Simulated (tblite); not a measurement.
Compound: C₇H₁₄N₂.
Numbering: `[H]/[N:1]=[CH:2]/[CH2:3][CH2:4][N:5]1[CH2:6][CH2:7][CH2:8][CH2:9]1` (hydrogens: H10 on N1; H11 on C2; H12, H13 on C3; H14, H15 on C4; H16, H17 on C6; H18, H19 on C7; H20, H21 on C8; H22, H23 on C9)

A start from a force field or distance geometry was refined with GFN2-xTB geometry optimisation, gas phase in tblite. Values at the start:

| coordinate | start |
| --- | --- |
| N1=C2 | 1.292 Å |
| N1–H10 | 1.019 Å |
| C2–C3 | 1.483 Å |
| C2–H11 | 1.113 Å |
| C3–C4 | 1.528 Å |
| C3–H12 | 1.097 Å |
| C4–N5 | 1.462 Å |
| C4–H14 | 1.094 Å |
| C4–H15 | 1.104 Å |
| N5–C6 | 1.474 Å |
| C6–C7 | 1.517 Å |
| C6–H16 | 1.105 Å |
| C6–H17 | 1.092 Å |
| C7–C8 | 1.528 Å |
| C7–H18 | 1.098 Å |
| N1–C2–C3 | 122.7° |
| C2–C3–C4 | 109.9° |
| C3–C4–N5 | 113.4° |
| C4–N5–C6 | 113.0° |
| C4–N5–C9 | 112.4° |
| N5–C6–C7 | 103.7° |
| N5–C9–C8 | 102.9° |
| C7–C8–C9 | 105.3° |
| N1–C2–C3–C4 | -108° |
| C2–C3–C4–N5 | -172° |
| C4–N5–C9–C8 | 166° |
| C6–C7–C8–C9 | 3° |

Q: How do these coordinates change at the GFN2-xTB level?

A: 
```csv
coordinate,GFN2-xTB (Å or °),change
N1=C2,1.253,-0.039
N5–C6,1.454,-0.020
C6–C7,1.534,+0.017
C4–N5,1.445,-0.017
C4–H14,1.107,+0.013
C2–H11,1.101,-0.012
C7–C8,1.539,+0.011
C7–H18,1.089,-0.009
C4–H15,1.095,-0.009
C2–C3,1.491,+0.008
C3–H12,1.093,-0.004
C3–C4,1.532,+0.004
C6–H17,1.090,-0.002
C6–H16,1.104,-0.001
N1–H10,1.018,-0.001
N1–C2–C3,120.6,-2.1
C3–C4–N5,111.6,-1.8
C4–N5–C6,114.8,+1.8
C7–C8–C9,104.1,-1.2
C2–C3–C4,111.1,+1.2
C4–N5–C9,113.4,+1.0
N5–C6–C7,104.6,+0.9
N5–C9–C8,103.7,+0.8
N1–C2–C3–C4,-125,-17
C4–N5–C9–C8,169,+3
C2–C3–C4–N5,-168,+4
C6–C7–C8–C9,6,+3
```

The energy falls by 3.5 kcal/mol over 73 L-BFGS steps, the largest force on an atom goes from 2.43 to 0.010 eV/Å, and the atoms move by 0.144 Å rms after alignment. The bond that changes most is N1=C2 (imine nitrogen to imine carbon), which shortens by 0.039 Å. Bonds longer at the end by more than 0.005 Å: 5 of 23; shorter: 10. Among the dihedrals that turn most is N1–C2–C3–C4, from -108° to -125°. Rotational constants go from 4998, 692.7, 644.5 to 5215, 687.4, 634.8 MHz.

Time: 0.62 s wall. Hardware: one thread of an Arm Neoverse V1, on a shared host.

GFN2-xTB frequencies show an imaginary mode (31i cm⁻¹), so the point is no minimum at that level.

These are computed values.
